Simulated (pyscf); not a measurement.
PySCF, gas phase, ωB97X-D3(BJ)/def2-SVP geometries. Correlated levels are frozen-core, on RHF or UHF. ΔMP2 is the change of the MP2 total energy from the triple- to the quadruple-zeta basis.

Estimate by transition-state theory (the high-pressure limit) the rate constant of :HC–CH=CH–F [singlet] → H₂C=C=CH–F (singlet surface; C–H broken, C–H formed) at 900 K, with CCSD(T)/def2-TZVPP + ΔMP2(QZVPP) energies (ideal gas, 1 atm, RRHO with modes under 100 cm⁻¹ raised to 100, one conformer, R ln 2 for chiral ones without a mode under 150 cm⁻¹; no tunnelling).

The electronic barrier is 20.6 kcal/mol and the thermal terms add -2.4, so ΔG‡ = 18.1 kcal/mol. With k_BT/h = 1.88e+13 s⁻¹ and RT = 1.788 kcal/mol, k = 7.4e+08 s⁻¹; so small a molecule is far into fall-off at 1 atm, where the true rate is lower. Wigner's tunnelling factor for 528i cm⁻¹ would be 1.03. A shift of 1 kcal/mol in the barrier changes k by a factor 1.7. On the reactant side the descent ends in a point that may be a rotor saddle (no frequency run), 5.7 kcal/mol over the lowest minimum found and 14.8 kcal/mol under the saddle at ωB97X-D3(BJ)/def2-TZVP. One saddle was located; it need not be the lowest between these sides. A restricted singlet here is unstable towards spin polarisation, as is usual where a triplet lies low; its energy is less safe. The CCSD(T) − MP2 part came from Ansatz, without density fitting, on the same reference.
